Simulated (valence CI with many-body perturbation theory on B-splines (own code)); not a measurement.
## How close is CI+MBPT for Mg5+?

Method: relativistic CI+MBPT: five valence electrons over a frozen Dirac-Fock core [He], a basis of 11 s, 11 p, 10 d, 8 f, 5 g, 2 h functions for each j, with the one-electron correlation potential Σ1 (screened to all orders), the two-electron term Σ2, the three-electron term Σ3, Breit, model QED; selected single and double excitations, second order for the rest, scaled by the run's own slope (own B-spline code, finite nucleus).

Set against measurement, 43 paired levels are off by 210 cm⁻¹ on average, the worst by 621. These come from a selection out of NIST levels in Kelleher and Podobedova, J. Phys. Chem. Ref. Data 37, 267 (2008). Levels without a partner in it may be off by more. Among the levels kept, up to 6000 cm⁻¹ of a level comes from second order outside the variational space, and about a tenth of that is noise between levels of different J, which matters for small intervals. 7 measured levels below the end of the list, from 1045620 cm⁻¹ on, found no clear computed partner, and computed levels of the same name lie up to 20570 cm⁻¹ from them.

Measured levels: NIST levels in Kelleher and Podobedova, J. Phys. Chem. Ref. Data 37, 267 (2008). Pairs share parity and J, and are chosen by configuration, term and nearness in energy; levels without a clear partner are left out. Energies in cm⁻¹ above the measured ground level.

Names give the largest LS component (configuration and term), which can be under half, so a name can repeat, a term be missing and a line seem to break the LS rules; names also repeat where a configuration has a term twice. Letters in brackets count levels of one name in rising energy.

```
       Computed label  Label in the source  Measured   Computed  Difference
      2s2.2p3 4S°_3/2          2s2 2p3 4S°         0        0.0           0
      2s2.2p3 2D°_5/2          2s2 2p3 2D°     55356    55599.0        +243
      2s2.2p3 2D°_3/2          2s2 2p3 2D°   55372.8    55635.6        +263
      2s2.2p3 2P°_1/2          2s2 2p3 2P°     83920    84273.2        +353
      2s2.2p3 2P°_3/2          2s2 2p3 2P°   84028.4    84370.3        +342
        2s.2p4 4P_5/2            2s 2p4 4P    247948   248003.9         +56
        2s.2p4 4P_3/2            2s 2p4 4P    249584   249672.1         +88
        2s.2p4 4P_1/2            2s 2p4 4P    250450   250546.6         +97
        2s.2p4 2D_5/2            2s 2p4 2D    341751   342093.0        +342
        2s.2p4 2D_3/2            2s 2p4 2D    341793   342193.3        +400
        2s.2p4 2S_1/2            2s 2p4 2S    401822   402438.3        +616
        2s.2p4 2P_3/2            2s 2p4 2P    425190   425768.2        +578
        2s.2p4 2P_1/2            2s 2p4 2P    427135   427756.2        +621
          2p5 2P°_3/2              2p5 2P°    651867   652341.3        +474
          2p5 2P°_1/2              2p5 2P°    654473   654990.9        +518
    2s2.2p2.3s 4P_1/2        2p2(3P) 3s 4P    893940   893762.6        -177
    2s2.2p2.3s 4P_3/2        2p2(3P) 3s 4P    894890   894800.3         -90
    2s2.2p2.3s 4P_5/2        2p2(3P) 3s 4P    896440   896264.6        -175
    2s2.2p2.3s 2P_1/2        2p2(3P) 3s 2P    908410   908300.1        -110
    2s2.2p2.3s 2P_3/2        2p2(3P) 3s 2P    910300   910180.8        -119
    2s2.2p2.3s 2S_1/2            2p2 3s 2S    983420   983763.1        +343
2s2.2p2.3d 2P_3/2 [a]        2p2(3P) 3d 2P   1040060  1040025.7         -34
    2s2.2p2.3d 4D_1/2        2p2(3P) 3d 2P   1040680  1040683.3          +3
2s2.2p2.3d 2F_5/2 [a]        2p2(3P) 3d 2F   1046420  1046485.6         +66
2s.2p3.3s 4S°_3/2 [a]   2s 2p3(5S°) 3s 4S°   1046640  1046257.1        -383
    2s2.2p2.3d 4P_5/2        2p2(3P) 3d 4P   1047310  1047235.0         -75
    2s2.2p2.3d 4P_3/2        2p2(3P) 3d 4P   1047990  1047980.0         -10
    2s2.2p2.3d 4P_1/2        2p2(3P) 3d 4P   1048380  1048353.9         -26
2s2.2p2.3d 2F_7/2 [a]        2p2(3P) 3d 2F   1048380  1048443.9         +64
2s2.2p2.3d 2D_3/2 [a]        2p2(3P) 3d 2D   1062050  1062199.0        +149
2s2.2p2.3d 2D_5/2 [a]        2p2(3P) 3d 2D   1062620  1062696.8         +77
2s2.2p2.3d 2F_7/2 [b]        2p2(1D) 3d 2F   1083340  1083503.9        +164
2s2.2p2.3d 2F_5/2 [b]        2p2(1D) 3d 2F   1083640  1083776.8        +137
2s2.2p2.3d 2D_3/2 [b]        2p2(1D) 3d 2D   1086570  1086742.5        +172
2s2.2p2.3d 2D_5/2 [b]        2p2(1D) 3d 2D   1086920  1087034.7        +115
2s2.2p2.3d 2P_1/2 [b]        2p2(1D) 3d 2P   1093760  1094016.5        +256
2s2.2p2.3d 2P_3/2 [b]        2p2(1D) 3d 2P   1094250  1094471.1        +221
    2s.2p3.3s 2P°_1/2   2s 2p3(3P°) 3s 2P°   1192330  1192805.5        +475
    2s.2p3.3s 2P°_3/2   2s 2p3(3P°) 3s 2P°   1192580  1192844.4        +264
    2s2.2p2.4d 4P_5/2        2p2(3P) 4d 4P   1252240  1252184.2         -56
    2s2.2p2.4d 4P_3/2        2p2(3P) 4d 4P   1252660  1252602.9         -57
    2s2.2p2.4d 2F_5/2        2p2(3P) 4d 2F   1252700  1252638.5         -61
    2s2.2p2.4d 4P_1/2        2p2(3P) 4d 4P   1252870  1252820.6         -49
    2s2.2p2.4d 2F_7/2        2p2(3P) 4d 2F   1254350  1254263.3         -87
```

Over 43 excited levels the mean absolute difference is 210 cm⁻¹, the median 149 and the largest 621. The comparison draws on a selection of the measured levels: 44 of the 207 computed ones have a partner in it, and others may be off by more.

These 7 measured levels below the end of the computed list are not counted above. Beside each stands the unpaired computed level of its name, or else the nearest of its J and parity; the gap is either an error of the method or a doubtful assignment.

```json
{"Label in the source": "2s2 2p2(3P) 3d 4D", "J": "1/2", "Measured": "1045620", "Unpaired level": "2s2.2p2.3d 2P_1/2 [a]", "Computed": "1042332"}
{"Label in the source": "2p2(3P) 4s 4P", "J": "5/2", "Measured": "1196740", "Unpaired level": "2s2.2p2.4s 4P_5/2", "Computed": "1193088"}
{"Label in the source": "2p2(3P) 4s 2P", "J": "3/2", "Measured": "1199470", "Unpaired level": "2s2.2p2.4s 2P_3/2", "Computed": "1200511"}
{"Label in the source": "2s 2p3(3D°) 3p 2F", "J": "7/2", "Measured": "1223280", "Unpaired level": "2s.2p3.3p 2F_7/2", "Computed": "1203071"}
{"Label in the source": "2s 2p3(3D°) 3p 2F", "J": "5/2", "Measured": "1223920", "Unpaired level": "2s.2p3.3p 2F_5/2", "Computed": "1203350"}
{"Label in the source": "2s2 2p2(3P) 4d 4D", "J": "1/2", "Measured": "1249500", "Unpaired level": "2s2.2p2.4d 4D_1/2", "Computed": "1248594"}
{"Label in the source": "2p2(3P) 4d 2D", "J": "5/2", "Measured": "1258380", "Unpaired level": "2s2.2p2.4d 2D_5/2", "Computed": "1259651"}
```
